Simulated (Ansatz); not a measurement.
`[F][SbH][SH]` + H–F → `[F][SbH][F]` + H₂S at 700 K and 1 bar (ligand exchange at the Sb–S bond).

Program: Ansatz. Geometries: PBE0-D4/def2-TZVP. ΔE: electronic, gas phase. CCSD(T)/CBS is the MP2 limit (def2-TZVPP, def2-QZVPP) plus CCSD(T) − MP2 in def2-TZVPP, frozen cores. This one scheme is used for every species. def2 core potentials past Kr. For Sb outer-core shells are correlated without core-valence functions, which leaves a few kJ/mol of doubt a bond. Each species was taken in one conformer, which may not be the lowest.

| species | CCSD(T)/CBS energy (Eh) | H − E (kJ/mol) | S (J/(mol·K)) |
| --- | --- | --- | --- |
| `[F][SbH][SH]` | -738.82400 | 96.3 | 381.3 |
| H–F | -100.39570 | 45.2 | 198.5 |
| `[F][SbH][F]` | -440.24478 | 67.8 | 345.9 |
| H₂S | -398.97279 | 64.8 | 236.9 |

H − E and S are ideal-gas, rigid-rotor, harmonic terms from PBE0-D4/def2-TZVP, for one conformer and one mirror image of each species. 1 Eh = 2625.50 kJ/mol, R = 8.31446 J/(mol·K).

Problem. By hand: ΔE, ΔH, ΔS and ΔG.

Solution. ΔE = (-440.24478) + (-398.97279) − (-738.82400) − (-100.39570) = 0.00213 Eh = 5.6 kJ/mol. Δ(H − E) = 67.8 + 64.8 − 96.3 − 45.2 = -8.9, so ΔH = -3.3 kJ/mol. ΔS = 345.9 + 236.9 − 381.3 − 198.5 = 3.0 J/(mol·K). ΔG = -3.3 − 700 × (3.0)/1000 = -5.4 kJ/mol.

Problem. By hand: the equilibrium constant, and the temperature at which ΔG would vanish if ΔH and ΔS stayed fixed.

Solution. log₁₀ K = −ΔG/(RT ln 10) = 0.4. ΔH and −TΔS have one sign here, so there is no such temperature.

TΔS isn't small against ΔH here. The sign of ΔG lies within the doubt. A doubt of 5 kJ/mol in ΔE shifts log₁₀ K by 0.4 here. Other conformers and mirror images would add mixing entropy, several J/(mol·K) or more a flexible species. These are equilibria of isolated gas molecules and say nothing of rates. Largest T1 diagnostic: 0.015 (customary marks: 0.02 for closed shells, 0.045 for open ones).

ΔS is within the doubt of such terms, so its sign, and with it that verdict, could turn.
